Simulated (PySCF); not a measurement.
## He: excitation energy

He 1s2 (1S) → He 1s1 2p1 (3P), as a difference of total energies. All numbers are calculated (PySCF 2.14, no relativity, point nucleus, in aug-cc-pVQZ (5s4p3d2f, 46 functions)). Correlated levels: valence: nothing frozen. The calculations carry no spin-orbit coupling.

```json
{"method": "UHF", "excitation energy (eV)": "22.080", "error (eV)": "+1.116"}
{"method": "LDA", "excitation energy (eV)": "22.402", "error (eV)": "+1.438"}
{"method": "PBE", "excitation energy (eV)": "22.401", "error (eV)": "+1.437"}
{"method": "PBE0", "excitation energy (eV)": "22.502", "error (eV)": "+1.538"}
{"method": "r2SCAN", "excitation energy (eV)": "22.771", "error (eV)": "+1.807"}
{"method": "B2PLYP", "excitation energy (eV)": "23.046", "error (eV)": "+2.082"}
{"method": "r2SCAN0", "excitation energy (eV)": "22.808", "error (eV)": "+1.844"}
{"method": "M06", "excitation energy (eV)": "22.903", "error (eV)": "+1.939"}
{"method": "B3LYP", "excitation energy (eV)": "23.002", "error (eV)": "+2.038"}
{"method": "MP2 (valence)", "excitation energy (eV)": "22.972", "error (eV)": "+2.008"}
{"method": "SCS-MP2 (valence)", "excitation energy (eV)": "23.219", "error (eV)": "+2.255"}
```

Reference: 20.964 eV (measured; NIST levels, between the centres of gravity of the two terms).

Errors of the correlated levels include the incompleteness of this basis.

The promoted electron is Rydberg-like, and one or two diffuse shells describe it only roughly, which tends to raise the upper state.

In the upper state the promoted electron has a positive orbital energy at LDA, PBE, PBE0, r2SCAN, B2PLYP, r2SCAN0, M06, B3LYP, so the basis confines it.
